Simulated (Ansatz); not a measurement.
Ansatz results at the PBE0-D4/def2-TZVP geometry: size of the dipole moment (B3LYP/def2-TZVPP) 1.12 D; HOMO–LUMO gap (B3LYP/def2-TZVPP) 7.41 eV; HOMO energy (PBE/def2-TZVPP) -6.78 eV.

Each molecule was computed in one conformer, which needn't be the lowest.

(1) Which molecule gave them?
A. `O[SiH](O)[CH2][GeH3]`
B. `O[SiH](O)[NH][GeH3]`
C. `O[SiH2]O[SiH](O)O`
D. `C[SiH](O)[Si](O)(F)F`

## Answers

(1) D. The others give `O[SiH](O)[NH][GeH3]`: 1.47, 7.47, -6.15; `O[SiH](O)[CH2][GeH3]`: 1.34, 8.31, -6.95; `O[SiH2]O[SiH](O)O`: 3.32, 8.44, -7.33.

B3LYP here is the variant with VWN-RPA as its local correlation; programs differ in this.
